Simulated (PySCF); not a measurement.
## Vibration and rotation of CaC⁻

UHF-CCSD(T) constants of CaC⁻, ⁴Σ⁻ (quartet), unpaired electrons σ ↑, π ↑↑ (PySCF, no relativity, basis sets Ca aug-pcseg-1, C aug-pcseg-1; masses 39.9626 and 12.0000 u):

* ωe: 359.1 cm⁻¹
* ωexe: 2.8 cm⁻¹
* Be: 0.29386 cm⁻¹
* αe: 0.00311 cm⁻¹
* D (centrifugal): 7.87e-07 cm⁻¹
* De to Ca + C⁻: 1.88 eV

(1) Give the vibrational terms G(v) and spacings up to v = 3.

(2) How well does the Morse estimate ωe²/(4ωexe) reproduce De, and what is D0?

Correlated steps freeze 6 core orbitals. Correlated levels converge slowly with the basis: in double zeta they bind strong bonds too weakly, by up to about 1 eV, and carry superposition errors of some tenths. For an ion De counts to the pair picked by the measured ionisation energies or electron affinities, which need not be the lowest pair at this level. The state was picked by a PBE0 search and need not be the measured ground state.

Results:

(1) G(v) = ωe(v+½) − ωexe(v+½)².

```csv
v,G(v) (cm⁻¹),G(v) − G(v−1),Bv (cm⁻¹)
0,179,,0.2923
1,532,354,0.2892
2,880,348,0.2861
3,1223,342,0.2830
```

(2) It gives 1.43 eV, 76 % of the computed De. D0 = De − G(0) = 1.88 − 0.02 = 1.86 eV.
